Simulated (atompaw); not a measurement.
How hard is this W (Z = 74) PAW (atompaw) potential?

```json
{
 "Element": "W",
 "Generator": "atompaw 4.2.0.5",
 "Type": "PAW",
 "Functional": "PBE",
 "Relativity": "scalar-relativistic",
 "Frozen core": "[Kr] 4d10 4f14",
 "Valence charge": "14",
 "Reference configuration": "5s2 5p6 5d4 6s2 6p0",
 "Partial waves": "5s (bound); 6s (bound); 5p (bound); 6p (bound, empty); 5d (bound); 5d channel at 3.3 Ry",
 "Local potential": "troulliermartins scheme with l = 3 at 0 Ry, radius 2.10 bohr",
 "Core correction": "smooth core density matched at 2.50 bohr",
 "Augmentation charge": "sinc compensation charge, radius 2.65 bohr; PAW radius 2.85 bohr; waves and projectors: bloechl"
}
```

The pseudo-atom Hamiltonian at the reference potential is diagonalised in spherical Bessel functions j_l(qr) that vanish at 20 bohr, with q² up to the cutoff. All-electron valence levels (Ry): 5s -5.8118, 6s -0.4199, 5p -3.1753, 6p -0.1000, 5d -0.3293.

**Question.** How do the lowest levels (Ry) of each channel move with the cutoff, and are there ghosts?

**Answer.**

```json
{"cutoff (Ry)": "8", "s #1": "-0.8632", "s #2": "-0.2189", "s #3": "0.0181", "p #1": "-0.1168", "p #2": "0.0465", "d #1": "0.0485", "f #1": "0.1093", "f #2": "0.2281", "Σ f·Δε (mRy)": "30160.8"}
{"cutoff (Ry)": "15", "s #1": "-4.0632", "s #2": "-0.3767", "s #3": "0.0063", "p #1": "-0.5774", "p #2": "-0.0509", "d #1": "0.0453", "f #1": "0.1093", "f #2": "0.2281", "Σ f·Δε (mRy)": "20669.3"}
{"cutoff (Ry)": "21", "s #1": "-5.4794", "s #2": "-0.3984", "s #3": "0.0041", "p #1": "-2.0303", "p #2": "-0.0911", "d #1": "0.0135", "f #1": "0.1093", "f #2": "0.2281", "Σ f·Δε (mRy)": "8948.6"}
{"cutoff (Ry)": "35", "s #1": "-5.7853", "s #2": "-0.4182", "s #3": "0.0017", "p #1": "-3.1351", "p #2": "-0.0996", "d #1": "-0.2650", "f #1": "0.1093", "f #2": "0.2281", "Σ f·Δε (mRy)": "554.5"}
{"cutoff (Ry)": "50", "s #1": "-5.7973", "s #2": "-0.4198", "s #3": "0.0015", "p #1": "-3.1723", "p #2": "-0.1000", "d #1": "-0.3278", "f #1": "0.1093", "f #2": "0.2281", "Σ f·Δε (mRy)": "53.2"}
{"cutoff (Ry)": "70", "s #1": "-5.8098", "s #2": "-0.4199", "s #3": "0.0015", "p #1": "-3.1735", "p #2": "-0.1000", "d #1": "-0.3291", "f #1": "0.1093", "f #2": "0.2281", "Σ f·Δε (mRy)": "15.3"}
{"cutoff (Ry)": "90", "s #1": "-5.8117", "s #2": "-0.4199", "s #3": "0.0015", "p #1": "-3.1749", "p #2": "-0.1000", "d #1": "-0.3292", "f #1": "0.1093", "f #2": "0.2281", "Σ f·Δε (mRy)": "3.0"}
{"cutoff (Ry)": "120", "s #1": "-5.8118", "s #2": "-0.4199", "s #3": "0.0015", "p #1": "-3.1753", "p #2": "-0.1000", "d #1": "-0.3293", "f #1": "0.1093", "f #2": "0.2281", "Σ f·Δε (mRy)": "0.0"}
{"cutoff (Ry)": "400", "s #1": "-5.8118", "s #2": "-0.4199", "s #3": "0.0015", "p #1": "-3.1753", "p #2": "-0.1000", "d #1": "-0.3293", "f #1": "0.1093", "f #2": "0.2281", "Σ f·Δε (mRy)": "0.0"}
```

Result: no extra level below or beside the all-electron valence levels (s, p, d, f tested); 10 mRy is reached at 80 Ry and 1 mRy at 100 Ry.
